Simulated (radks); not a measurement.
Computed order of ionisation of tantalum. At each step one electron was removed from each of the four highest sub-shells of the ion before, moves of one valence electron (up to charge 6) and the configuration listed by NIST were tried, and the lowest configuration was kept. Calculated with a radial shooting solver on a logarithmic mesh with Libxc functionals: scalar-relativistic Kohn-Sham, PBE, spin-polarised, spherical densities, finite nucleus; Fermi nuclear charge, rms radius of each element as measured or else 0.836 A^(1/3) + 0.57 fm. Open shells are filled with parallel spins first.

| species | lowest configuration found | NIST configuration | margin to the next tried (eV) | IE (eV) | NIST IE (eV) | kind |
|---|---|---|---|---|---|---|
| Ta | [Xe] 4f14 5d3 6s2 | same | 0.227 | 7.374 | 7.550 | exp. |
| Ta+ | [Xe] 4f14 5d3 6s1 | same | 0.916 | 15.687 | 16.2 | semi-emp. |
| Ta2+ | [Xe] 4f14 5d3 | same | 0.408 | 24.415 | 23 | theory |
| Ta3+ | [Xe] 4f14 5d2 | same | 2.481 | 35.638 | 35 | theory |
| Ta4+ | [Xe] 4f14 5d1 | same | 4.806 | 47.789 | 48.27 | semi-emp. |
| Ta5+ | [Xe] 4f14 | same | 31.177 | 95.048 | 94.01 | semi-emp. |
| Ta6+ | [Xe] 4f13 | same | 8.340 | 121.65 | 119 | theory |
| Ta7+ | [Xe] 4f12 | [Kr] 4d10 4f13 5s2 5p5 lies 1.397 eV higher | 1.397 | 143.69 | 139 | theory |
| Ta8+ | [Kr] 4d10 4f12 5s2 5p5 | differs (not computed) | 6.312 | 161.85 | 159 | theory |
| Ta9+ | [Kr] 4d10 4f12 5s2 5p4 | differs (not computed) | 9.715 | 180.21 | 180 | theory |
| Ta10+ | [Kr] 4d10 4f12 5s2 5p3 | differs (not computed) | 13.477 | 204.46 | 213 | theory |
| Ta11+ | [Kr] 4d10 4f12 5s2 5p2 | differs (not computed) | 11.875 | 224.08 | 235 | theory |
| Ta12+ | [Kr] 4d10 4f12 5s2 5p1 | differs (not computed) | 16.050 | 243.86 | 262 | theory |
| Ta13+ | [Kr] 4d10 4f12 5s2 | same | 20.615 | 289.35 | 304 | theory |

Reference values: NIST Atomic Spectra Database (exp. = measured, semi-emp. = semi-empirical, theory = theoretical value adopted there). Open shells are spherical and high-spin; term and fine-structure splittings are not resolved. Spin-orbit splitting is averaged out at the scalar-relativistic level.
